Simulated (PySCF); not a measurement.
All values below come from B3LYP-D3(BJ)/def2-TZVP // PBE-D3(BJ)/def2-SVP in PySCF. Isolated molecules, 0 K electronic values unless said otherwise. One relaxed conformer stands for a flexible species; it need not be the lowest. B3LYP has the VWN-RPA correlation part, as in Gaussian. 

Reference species: [Zn(OH)(NH2)] (neutral, multiplicity 1).

```json
{
  "coordination_number": "2",
  "LUMO": "-1.17 eV",
  "HOMO": "-7.02 eV",
  "charge on the central atom (meta-Löwdin)": "1.19 e"
}
```

Changed species: [Zn(OH)2] (0 of 2 OH replaced by NH2; the reference has 1 of 2 OH replaced by NH2).

Question: Predict the effect on the coordination number, LUMO, HOMO and charge on the central atom (meta-Löwdin).

Answer: the coordination number is nearly the same; the LUMO falls by 0.36 eV, to -1.53 eV; the HOMO decreases by 1.15 eV, to -8.17 eV; the charge on the central atom (meta-Löwdin) increases by 0.09 e, to 1.28 e.
